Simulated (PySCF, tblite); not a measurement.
Isomers of C4H2NPS, one GFN2-xTB conformer each. Single-point energies are computed at PBE0/pcSseg-1 (PySCF, gas phase, no added dispersion term), electronic only.

| SMILES | GFN2-xTB relative energy (kcal/mol) |
| --- | --- |
| N#Cc1cscp1 | 0.9 |
| N#Cc1cpcs1 | 1.8 |
| N#Cc1pccs1 | 0.0 |

**Question.** What does PBE0/pcSseg-1 give for the same structures?

**Answer.** 
```csv
SMILES,PBE0/pcSseg-1 E (Eh),PBE0/pcSseg-1 (kcal/mol),GFN2-xTB (kcal/mol),point group
N#Cc1cscp1,-947.32293,0.0,0.9,Cs
N#Cc1pccs1,-947.32183,0.7,0.0,Cs
N#Cc1cpcs1,-947.31988,1.9,1.8,Cs
```

GFN2-xTB puts N#Cc1pccs1 lowest instead; measured from each level's own lowest isomer, the values differ by up to 0.9 kcal/mol (N#Cc1cscp1: 0.9 against 0.0). Neighbours under 2.5 kcal/mol apart (N#Cc1cscp1 and N#Cc1pccs1; N#Cc1pccs1 and N#Cc1cpcs1) can change places with a better method, another conformer or zero-point energy.

**Question.** Which frontier levels, dipoles and rotational constants go with these structures?

**Answer.** 
| SMILES | HOMO (eV, PBE0/pcSseg-1) | LUMO (eV) | dipole (D) | A, B, C (MHz) |
| --- | --- | --- | --- | --- |
| N#Cc1cscp1 | -7.80 | -2.08 | 4.76 | 3895, 1450, 1056 |
| N#Cc1pccs1 | -7.63 | -2.67 | 5.22 | 3300, 1740, 1139 |
| N#Cc1cpcs1 | -7.64 | -2.39 | 3.43 | 4081, 1429, 1059 |

**Question.** What happens when harmonic zero-point energies from GFN2-xTB frequencies are added?

**Answer.** 
```
    SMILES  ZPE (kcal/mol)  electronic (kcal/mol)  with ZPE (kcal/mol)
N#Cc1cscp1            30.3                    0.0                  0.0
N#Cc1pccs1            30.3                    0.7                  0.7
N#Cc1cpcs1            30.2                    1.9                  1.9
```

The zero-point energies span 0.1 kcal/mol. The order is unchanged.

**Question.** As an exercise, what shares would exp(−E/RT) give at 1000 K from these electronic energies alone (no entropy, no degeneracies)?

**Answer.** RT = 1.987 kcal/mol: N#Cc1cscp1 47.8 %, N#Cc1pccs1 33.9 %, N#Cc1cpcs1 18.3 %.
